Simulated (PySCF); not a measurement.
Species: C₅H₁₃NSi.
SMILES: `C1CC[SiH2]N1CC`

Vertical excitations from PySCF (density fitting, frozen core in the response, grid level 2 and gas phase unless stated; continuum runs use non-equilibrium linear response for the excitations) on a GFN2-xTB geometry. Reference run:

```csv
settings,"S1, eV (f)","S2, eV (f)","S3, eV (f)","S4, eV (f)","S5, eV (f)","S6, eV (f)","T1, eV (Tamm–Dancoff)",mean α (au)
"PBE0/def2-SVPD, full TDDFT, 6 singlets",5.41 (0.005),5.66 (0.016),6.28 (0.026),6.51 (0.006),6.55 (0.001),6.88 (0.008),5.20,91.7
```

What do these settings give: PBE0/pcseg-1, energy threshold 1e-07 Eh, full TDDFT, 25 singlets?

```csv
settings,"S1, eV (f)","S2, eV (f)","S3, eV (f)","S4, eV (f)","S5, eV (f)","S6, eV (f)","T1, eV (Tamm–Dancoff)",mean α (au)
"PBE0/pcseg-1, energy threshold 1e-07 Eh, full TDDFT, 25 singlets",5.48 (0.006),6.19 (0.008),6.66 (0.034),7.08 (0.010),7.45 (0.009),7.57 (0.060),–,82.9
```

S1 moves by +0.07 eV. States are counted by energy in each run and needn't keep their character from row to row.

Which orbital pairs make up S1 in each run, and how does it sit against the orbital gap?

| settings | S1 configurations (weight) | S1 (eV) | orbital gap (eV) | S1 − gap (eV) |
| --- | --- | --- | --- | --- |
| PBE0/def2-SVPD, full TDDFT, 6 singlets | H→L 0.97 | 5.41 | 6.69 | -1.28 |
| PBE0/pcseg-1, energy threshold 1e-07 Eh, full TDDFT, 25 singlets | H→L 0.99 | 5.48 | 6.83 | -1.35 |

One conformer stands for the species.
